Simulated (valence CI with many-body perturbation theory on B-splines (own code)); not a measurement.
**Ru XXXVIII: electric-dipole lines**

Computed by valence CI with perturbative core correlation (CI+MBPT): five valence electrons over a frozen Dirac-Fock core [He], radial functions for each j: 9 s, 9 p, 8 d, 6 f, 3 g, 1 h, with the one-electron correlation potential Σ1, the two-electron term Σ2, the three-electron term Σ3, Breit, model QED; selected CI, second order for the rest (own B-spline code, finite nucleus).

The last digits are not significant, and no measured levels were compared; by estimate large intervals hold to a few tenths of a per cent, small ones and those within an open d or f shell to about a per cent. Among the levels kept, up to 1800 cm⁻¹ of a level comes from second order outside the variational space, and about a tenth of that is noise between levels of different J, which matters for small intervals.

Lines 51 to 100 of 269 in falling wavelength, among levels below 3361.0 eV, chosen from the strongest by gf and those to the six lowest levels. Wavelengths and rates use the calculated energies. Electric multipoles are in the length gauge, E1 and E2 with the static RPA response of the core. Weak lines are less certain than strong ones. Lines between different terms over intervals too small for the method are left out, as are lines whose strength nearly cancels. The highest levels of a list are the least certain.

Levels are named by their leading jj configuration (3d3/2^4 stands for four electrons in 3d with j = 3/2), which in mixed levels can hold well under half, so a name can repeat and another be missing. Letters in brackets count levels of one name in rising energy.

```
λ vac (nm)                               Upper                               Lower   A (s⁻¹)  log gf  Branch %
     13.29  (2s^2 2p1/2 2p3/2 3d5/2) J=7/2 [a]      (2s^2 2p1/2 2p3/2 3p1/2) J=5/2  2.78e+09   -1.23       0.1
     13.21  (2s 2p1/2^2 2p3/2 3p3/2) J=1/2 [a]     (2s 2p1/2^2 2p3/2 3s) J=3/2 [a]  1.50e+10   -1.10       0.0
     13.19  (2s^2 2p1/2 2p3/2 3d3/2) J=3/2 [a]  (2s^2 2p1/2 2p3/2 3p1/2) J=3/2 [a]  6.88e+09   -1.14       0.0
     13.15      (2s 2p1/2^2 2p3/2 3d3/2) J=3/2  (2s 2p1/2^2 2p3/2 3p1/2) J=3/2 [a]  1.51e+10   -0.81       0.1
     13.11         (2s 2p1/2 2p3/2^2 3s) J=3/2             (2s^2 2p3/2^2 3s) J=1/2  8.68e+09   -1.05       0.1
     13.07      (2s 2p1/2^2 2p3/2 3d3/2) J=1/2  (2s 2p1/2^2 2p3/2 3p1/2) J=3/2 [a]  1.96e+10   -1.00       0.3
     13.06  (2s^2 2p1/2 2p3/2 3d3/2) J=1/2 [b]  (2s^2 2p1/2 2p3/2 3p1/2) J=3/2 [b]  1.28e+10   -1.18       0.0
     13.03         (2s 2p1/2 2p3/2^2 3s) J=7/2      (2s 2p1/2^2 2p3/2 3p1/2) J=5/2  2.92e+09   -1.23       0.0
     13.02  (2s 2p1/2^2 2p3/2 3p3/2) J=3/2 [b]     (2s 2p1/2^2 2p3/2 3s) J=3/2 [b]  1.30e+10   -0.88       0.1
     12.92      (2s^2 2p1/2 2p3/2 3d3/2) J=5/2  (2s^2 2p1/2 2p3/2 3p1/2) J=3/2 [a]  1.48e+10   -0.65       0.1
     12.86          (2s^2 2p1/2^2 3p3/2) J=3/2             (2s^2 2p1/2^2 3s) J=1/2  2.92e+10   -0.54      11.7
     12.78      (2s^2 2p1/2 2p3/2 3d3/2) J=7/2      (2s^2 2p1/2 2p3/2 3p1/2) J=5/2  1.54e+10   -0.52      19.0
     12.77  (2s 2p1/2^2 2p3/2 3p3/2) J=3/2 [a]         (2s 2p1/2^2 2p3/2 3s) J=5/2  5.20e+09   -1.29       0.0
     12.68          (2s^2 2p1/2^2 3d3/2) J=3/2          (2s^2 2p1/2^2 3p1/2) J=1/2  2.05e+10   -0.70       0.1
     12.63  (2s 2p1/2^2 2p3/2 3p3/2) J=3/2 [b]         (2s 2p1/2^2 2p3/2 3s) J=1/2  1.85e+10   -0.75       0.1
     12.62      (2s^2 2p3/2^2 3p3/2) J=3/2 [b]             (2s^2 2p3/2^2 3s) J=1/2  1.06e+10   -0.99       0.1
     12.54  (2s^2 2p1/2 2p3/2 3d3/2) J=3/2 [a]      (2s^2 2p1/2 2p3/2 3p1/2) J=1/2  1.15e+10   -0.97       0.0
     12.53  (2s^2 2p1/2 2p3/2 3p3/2) J=3/2 [a]     (2s^2 2p1/2 2p3/2 3s) J=3/2 [a]  6.11e+09   -1.24       2.2
     12.39  (2s^2 2p1/2 2p3/2 3p3/2) J=5/2 [b]     (2s^2 2p1/2 2p3/2 3s) J=3/2 [b]  1.87e+10   -0.59       2.1
     12.20  (2s 2p1/2^2 2p3/2 3p3/2) J=1/2 [b]         (2s 2p1/2^2 2p3/2 3s) J=1/2  3.07e+10   -0.86       0.9
     12.20  (2s^2 2p1/2 2p3/2 3d3/2) J=1/2 [a]      (2s^2 2p1/2 2p3/2 3p1/2) J=1/2  1.88e+10   -1.07       0.1
     11.93  (2s^2 2p1/2 2p3/2 3p3/2) J=3/2 [b]         (2s^2 2p1/2 2p3/2 3s) J=1/2  6.91e+09   -1.23       0.4
     11.87  (2s^2 2p1/2 2p3/2 3p3/2) J=5/2 [b]         (2s^2 2p1/2 2p3/2 3s) J=5/2  1.33e+10   -0.77       1.5
     11.75  (2s 2p1/2^2 2p3/2 3p3/2) J=5/2 [a]         (2s 2p1/2^2 2p3/2 3s) J=5/2  1.61e+10   -0.70       0.0
     11.31  (2s^2 2p1/2 2p3/2 3d5/2) J=5/2 [b]      (2s^2 2p1/2 2p3/2 3p1/2) J=5/2  5.48e+09   -1.20       0.0
     11.21  (2s^2 2p1/2 2p3/2 3p3/2) J=1/2 [b]     (2s^2 2p1/2 2p3/2 3s) J=3/2 [b]  3.50e+10   -0.88       2.7
     11.19      (2s^2 2p3/2^2 3p3/2) J=3/2 [a]             (2s^2 2p3/2^2 3s) J=3/2  2.90e+10   -0.66       0.9
     10.96      (2s 2p1/2^2 2p3/2 3p1/2) J=5/2  (2s^2 2p1/2 2p3/2 3p1/2) J=3/2 [b]  4.99e+09   -1.27       0.0
     10.62      (2s^2 2p3/2^2 3p3/2) J=3/2 [a]             (2s^2 2p3/2^2 3s) J=5/2  7.59e+09   -1.29       0.2
     9.949      (2s^2 2p3/2^2 3p3/2) J=3/2 [b]             (2s^2 2p3/2^2 3s) J=3/2  1.11e+10   -1.18       0.1
     9.784         (2s 2p1/2^2 2p3/2 3s) J=5/2         (2s^2 2p1/2 2p3/2 3s) J=5/2  6.85e+09   -1.23       0.1
     8.856         (2s 2p1/2^2 2p3/2 3s) J=5/2     (2s^2 2p1/2 2p3/2 3s) J=3/2 [a]  9.48e+09   -1.17       0.1
     8.807         (2s 2p1/2 2p3/2^2 3s) J=7/2             (2s^2 2p3/2^2 3s) J=5/2  1.15e+10   -0.97       0.1
     8.587        (2s 2p1/2 2p3/2^3) J=3/2 [a]                (2s^2 2p3/2^3) J=3/2  6.55e+08   -2.54       0.3
     8.373          (2s 2p1/2^2 2p3/2^2) J=5/2          (2s^2 2p1/2 2p3/2^2) J=5/2  4.28e+09   -1.57       6.5
     7.526          (2s 2p1/2^2 2p3/2^2) J=5/2          (2s^2 2p1/2 2p3/2^2) J=3/2  1.11e+10   -1.25      17.0
     7.318            (2s 2p1/2 2p3/2^3) J=5/2                (2s^2 2p3/2^3) J=3/2  1.23e+10   -1.23       6.0
     7.057          (2s 2p1/2^2 2p3/2^2) J=1/2          (2s^2 2p1/2 2p3/2^2) J=1/2  1.71e+10   -1.59       7.3
     7.014          (2s 2p1/2^2 2p3/2^2) J=3/2          (2s^2 2p1/2 2p3/2^2) J=1/2  2.01e+08   -3.23       0.1
     6.780             (2p1/2^2 2p3/2^3) J=3/2        (2s 2p1/2 2p3/2^3) J=3/2 [b]  3.22e+10   -1.05       5.4
     6.448               (2p1/2 2p3/2^4) J=1/2                  (2s 2p3/2^4) J=1/2  5.78e+10   -1.14       7.4
     6.363            (2s 2p1/2 2p3/2^3) J=1/2                (2s^2 2p3/2^3) J=3/2  6.35e+09   -2.11       1.2
     6.219          (2s 2p1/2^2 2p3/2^2) J=3/2          (2s^2 2p1/2 2p3/2^2) J=5/2  1.51e+10   -1.46       4.2
     5.995        (2s 2p1/2 2p3/2^3) J=3/2 [b]                (2s^2 2p3/2^3) J=3/2  1.85e+10   -1.40       3.1
     5.768          (2s 2p1/2^2 2p3/2^2) J=1/2          (2s^2 2p1/2 2p3/2^2) J=3/2  1.40e+09   -2.86       0.6
     5.739          (2s 2p1/2^2 2p3/2^2) J=3/2          (2s^2 2p1/2 2p3/2^2) J=3/2  5.28e+09   -1.98       1.5
     5.630             (2p1/2^2 2p3/2^3) J=3/2            (2s 2p1/2 2p3/2^3) J=5/2  7.66e+10   -0.84      12.8
     5.055             (2p1/2^2 2p3/2^3) J=3/2        (2s 2p1/2 2p3/2^3) J=3/2 [a]  4.21e+10   -1.19       7.0
     4.710         (2s 2p1/2 2p3/2^2 3s) J=5/2     (2s^2 2p1/2 2p3/2 3s) J=3/2 [a]  5.89e+10   -0.93       0.4
     4.623        (2s 2p1/2 2p3/2^3) J=3/2 [a]          (2s^2 2p1/2 2p3/2^2) J=1/2  2.38e+09   -2.52       1.0
```
